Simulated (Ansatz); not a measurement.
Relaxation of BClH4O2 (8 atoms, charge 0, multiplicity 1), to a largest force component of 0.03 eV/Å in at most 50 steps.

Level of theory: Ansatz, RKS BLYP/def2-SVP.

```xyz
8
Properties=species:S:1:pos:R:3:forces:R:3
B 0.007 0.417 -0.373 0.01 -0.15 -0.09
O 0.112 0.035 2.207 -0.04 0.49 -0.11
H -0.842 -0.187 2.209 0.00 0.00 0.01
Cl 1.389 -0.461 -1.083 0.02 -0.03 0.00
O -1.271 -0.018 -0.511 -0.11 -0.05 0.01
H -1.339 -0.891 -0.945 0.02 -0.02 -0.03
H 0.172 1.499 0.109 0.07 0.34 -0.09
H 0.097 0.978 1.901 0.03 -0.58 0.30
```

Task: Where does it end, and by what steps?

Result: The run converged. The force dipped under the threshold on the way, but the program's further checks kept it going. After 11 steps the energy has fallen by 0.064 eV; H8 moved furthest, 0.53 Å.

```csv
step,energy less start (eV),largest force component (eV/Å),accepted
0,0.0000,0.579,yes
1,-0.0374,0.613,yes
2,-0.0228,1.538,no
3,-0.0488,0.248,yes
4,-0.0558,0.149,yes
5,-0.0527,0.739,no
6,-0.0609,0.055,yes
7,-0.0633,0.047,yes
8,-0.0622,0.341,no
9,-0.0642,0.010,yes
10,-0.0642,0.037,no
11,-0.0643,0.026,yes
```

```xyz
8
Properties=species:S:1:pos:R:3
B 0.004 0.470 -0.483
O 0.042 -0.061 2.234
H -0.880 -0.077 1.904
Cl 1.371 -0.464 -1.152
O -1.258 -0.043 -0.456
H -1.294 -0.970 -0.768
H 0.158 1.626 -0.178
H 0.182 0.890 2.412
```

Whether the end is a true minimum wasn't checked by a vibrational analysis.

Time of the run: 15 s on 2 threads of Arm Neoverse V1 (shared host), peak memory 0.14 GiB.
